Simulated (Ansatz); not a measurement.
## Nudged elastic band run: CH$_{6}$OSSi

Input file:

```yaml
crystal:
  periodic: [false, false, false]
  atoms:
    - { symbol: O, position_ang: [-0.687615, 0.741478, -1.197182] }
    - { symbol: C, position_ang: [-0.588776, 0.70882, 0.234875] }
    - { symbol: Si, position_ang: [0.291753, -0.932986, 0.65456] }
    - { symbol: S, position_ang: [2.128333, -0.985433, -0.477656] }
    - { symbol: H, position_ang: [-1.032211, 1.621306, -1.449478] }
    - { symbol: H, position_ang: [0.006194, 1.556588, 0.635036] }
    - { symbol: H, position_ang: [-1.586155, 0.740655, 0.725063] }
    - { symbol: H, position_ang: [-0.619858, -2.080199, 0.329993] }
    - { symbol: H, position_ang: [0.655621, -0.995409, 2.107888] }
    - { symbol: H, position_ang: [1.515714, -0.426018, -1.560198] }
basis:
  gaussian: { orbitals: "6-31G*" }
hamiltonian:
  xc: pbe
  dispersion: d4
neb:
  order_check: false
  images: 7
  f_tol: 0.05
  max_iterations: 53
  final_atoms:
    - { symbol: O, position_ang: [-1.85914343, 0.70327078, -0.07264617] }
    - { symbol: C, position_ang: [-0.43269645, 0.81578837, -0.12064801] }
    - { symbol: Si, position_ang: [0.23992194, -0.89197797, 0.40076378] }
    - { symbol: S, position_ang: [2.40644153, -0.94525734, 0.30644317] }
    - { symbol: H, position_ang: [-2.23197491, 1.58554904, -0.27243205] }
    - { symbol: H, position_ang: [-0.05625468, 1.07674921, -1.13453246] }
    - { symbol: H, position_ang: [-0.03426662, 1.58422226, 0.57626651] }
    - { symbol: H, position_ang: [-0.36630999, -1.95200812, -0.46892503] }
    - { symbol: H, position_ang: [-0.0706067, -1.16523494, 1.83842719] }
    - { symbol: H, position_ang: [2.48788932, -0.86229928, -1.04981593] }
  initial_path:
    images:
      - { positions_ang: [[-0.687615, 0.741478, -1.197182], [-0.588776, 0.70882, 0.234875], [0.291753, -0.932986, 0.65456], [2.128333, -0.985433, -0.477656], [-1.032211, 1.621306, -1.449478], [0.006194, 1.556588, 0.635036], [-1.586155, 0.740655, 0.725063], [-0.619858, -2.080199, 0.329993], [0.655621, -0.995409, 2.107888], [1.515714, -0.426018, -1.560198]] }
      - { positions_ang: [[-0.89266672, 0.72816554, -1.11895924], [-0.56364699, 0.71178625, 0.19759088], [0.27130371, -0.93524445, 0.6225578], [2.19198037, -0.98293575, -0.35964677], [-1.22322949, 1.63234967, -1.34678646], [0.08363987, 1.51220422, 0.3992265], [-1.40129926, 0.85054094, 0.78975992], [-0.57098171, -2.06827143, 0.20884986], [0.52557183, -1.03644602, 2.09506743], [1.66232837, -0.46334697, -1.48475891]] }
      - { positions_ang: [[-1.09771843, 0.71485308, -1.04073648], [-0.53851797, 0.71475251, 0.16030676], [0.25085443, -0.9375029, 0.59055561], [2.25562774, -0.9804385, -0.24163755], [-1.41424798, 1.64339333, -1.24409492], [0.16108574, 1.46782044, 0.16341699], [-1.21644352, 0.96042688, 0.85445683], [-0.52210541, -2.05634385, 0.08770672], [0.39552266, -1.07748304, 2.08224686], [1.80894274, -0.50067594, -1.40931983]] }
      - { positions_ang: [[-1.30277015, 0.70154062, -0.96251371], [-0.51338896, 0.71771876, 0.12302264], [0.23040514, -0.93976135, 0.55855341], [2.31927512, -0.97794125, -0.12362832], [-1.60526648, 1.654437, -1.14140338], [0.23853162, 1.42343665, -0.07239251], [-1.03158777, 1.07031282, 0.91915375], [-0.47322912, -2.04441628, -0.03343643], [0.2654735, -1.11852006, 2.06942629], [1.9555571, -0.53800491, -1.33388074]] }
      - { positions_ang: [[-1.50782186, 0.68822816, -0.88429095], [-0.48825995, 0.72068502, 0.08573852], [0.20995586, -0.9420198, 0.52655122], [2.38292249, -0.975444, -0.0056191], [-1.79628497, 1.66548067, -1.03871184], [0.31597749, 1.37905287, -0.30820201], [-0.84673203, 1.18019876, 0.98385066], [-0.42435282, -2.0324887, -0.15457957], [0.13542433, -1.15955709, 2.05660572], [2.10217147, -0.57533388, -1.25844166]] }
      - { positions_ang: [[-1.59565225, 0.69198882, -0.68137976], [-0.47436907, 0.74446085, 0.03414189], [0.21744738, -0.92950934, 0.49510436], [2.38880225, -0.96789734, 0.07239647], [-1.90520745, 1.64549776, -0.84714189], [0.22291945, 1.30347696, -0.51478462], [-0.64361568, 1.28120463, 0.88195462], [-0.40984212, -2.01236856, -0.23316594], [0.08391657, -1.16097655, 2.00206109], [2.19860093, -0.64707523, -1.20628523]] }
      - { positions_ang: [[-1.68348265, 0.69574947, -0.47846856], [-0.4604782, 0.76823669, -0.01745474], [0.2249389, -0.91699889, 0.4636575], [2.39468201, -0.96035067, 0.15041204], [-2.01412994, 1.62551485, -0.65557194], [0.1298614, 1.22790104, -0.72136724], [-0.44049933, 1.38221051, 0.78005859], [-0.39533141, -1.99224841, -0.3117523], [0.03240881, -1.16239601, 1.94751645], [2.2950304, -0.71881658, -1.15412879]] }
      - { positions_ang: [[-1.77131304, 0.69951013, -0.27555737], [-0.44658733, 0.79201253, -0.06905137], [0.23243042, -0.90448843, 0.43221064], [2.40056177, -0.95280401, 0.2284276], [-2.12305242, 1.60553195, -0.46400199], [0.03680336, 1.15232513, -0.92794985], [-0.23738298, 1.48321638, 0.67816255], [-0.3808207, -1.97212827, -0.39033867], [-0.01909894, -1.16381548, 1.89297182], [2.39145986, -0.79055793, -1.10197236]] }
      - { positions_ang: [[-1.85914343, 0.70327078, -0.07264617], [-0.43269645, 0.81578837, -0.12064801], [0.23992194, -0.89197797, 0.40076378], [2.40644153, -0.94525734, 0.30644317], [-2.23197491, 1.58554904, -0.27243205], [-0.05625468, 1.07674921, -1.13453246], [-0.03426662, 1.58422226, 0.57626651], [-0.36630999, -1.95200812, -0.46892503], [-0.0706067, -1.16523494, 1.83842719], [2.48788932, -0.86229928, -1.04981593]] }
```

Run as:

```bash
$ ansatz run input.yaml --threads 1 --pin off --max-ram 2048MiB --backend cpu --events-out ev --progress --plain --runs-dir out
```

Output, in part (warnings, iteration lines, the closing report on the highest movable image, with atoms numbered from 0):

```
NEB end point (image 0): max|allowed force component| = 5.914e-3 eV/Å (the criterion of neb.relax_end_points is 1.000e-2)
NEB end point (image 8): max|allowed force component| = 8.343e-3 eV/Å (the criterion of neb.relax_end_points is 1.000e-2)
NEB iter   1: max|band force component| = 6.121e0 eV/Å  barrier→ = 0.9104 eV  barrier← = 0.8639 eV  Δτ_max = 0.1986 Å  (228 SCF iters)
NEB iter   2: max|band force component| = 1.755e0 eV/Å  barrier→ = 0.1898 eV  barrier← = 0.1433 eV  Δτ_max = 0.1685 Å  (192 SCF iters)
NEB iter   3: max|band force component| = 5.053e-1 eV/Å  barrier→ = 0.1582 eV  barrier← = 0.1117 eV  Δτ_max = 0.1541 Å  (190 SCF iters)
NEB iter   4: max|band force component| = 3.095e-1 eV/Å  barrier→ = 0.1155 eV  barrier← = 0.0690 eV  CI = image 5  Δτ_max = 0.0542 Å  (192 SCF iters)
NEB iter   5: max|band force component| = 1.217e-1 eV/Å  barrier→ = 0.1124 eV  barrier← = 0.0659 eV  CI = image 5  Δτ_max = 0.0189 Å  (197 SCF iters)
NEB iter   6: max|band force component| = 6.449e-2 eV/Å  barrier→ = 0.1119 eV  barrier← = 0.0654 eV  CI = image 5  Δτ_max = 0.0125 Å  (199 SCF iters)
NEB iter   7: max|band force component| = 2.201e-2 eV/Å  barrier→ = 0.1116 eV  barrier← = 0.0651 eV  CI = image 5  Δτ_max = 0.0000 Å  (385 SCF iters)
Total energy: -21881.40028370 eV, -804.1266286803 hartree
Atom 0 at    -1.578261     0.627682    -0.797901 Å, force    -0.008430     0.014166    -0.004181 eV/Å
Atom 1 at    -0.481440     0.842650     0.099212 Å, force     0.010729    -0.006741     0.007353 eV/Å
Atom 2 at     0.264387    -0.881602     0.497951 Å, force     0.003206     0.007150     0.005470 eV/Å
Atom 3 at     2.383619    -0.992753     0.052400 Å, force    -0.005614    -0.006162     0.008754 eV/Å
Atom 4 at    -1.976976     1.503683    -0.978841 Å, force     0.005049    -0.014886     0.005617 eV/Å
Atom 5 at     0.309846     1.489075    -0.337468 Å, force    -0.002214     0.002343    -0.006749 eV/Å
Atom 6 at    -0.799032     1.324995     1.049720 Å, force    -0.002618     0.000717    -0.002661 eV/Å
Atom 7 at    -0.504735    -1.922897    -0.254697 Å, force    -0.002632    -0.001917    -0.001491 eV/Å
Atom 8 at     0.219715    -1.165897     1.969338 Å, force     0.000414     0.000276    -0.006441 eV/Å
Atom 9 at     2.245877    -0.876135    -1.296814 Å, force     0.002111     0.005055    -0.005673 eV/Å
Dipole moment:    -0.260466     0.450586    -0.097102 e Å
```

The run converged. A vibrational analysis at the climbing image gives one clearly imaginary mode, 84i cm⁻¹: a first-order saddle point.

Final band (atoms are numbered from 1 in the order of the input):

| image | path coordinate (Å) | energy (kJ/mol) | dihedral H7–C2–Si3–S4 (°) |
| --- | --- | --- | --- |
| 0 | 0.00 | 0.0 | 175 |
| 1 | 0.52 | 0.9 | -173 |
| 2 | 1.04 | 3.4 | -159 |
| 3 | 1.55 | 6.8 | -144 |
| 4 | 2.07 | 9.7 | -129 |
| 5 | 2.59 | 10.8 | -114 |
| 6 | 3.20 | 9.0 | -96 |
| 7 | 3.81 | 6.0 | -79 |
| 8 | 4.42 | 4.5 | -61 |

Run time: 2.4 min on 1 thread of Arm Neoverse V2 (shared host), peak memory 0.12 GiB.
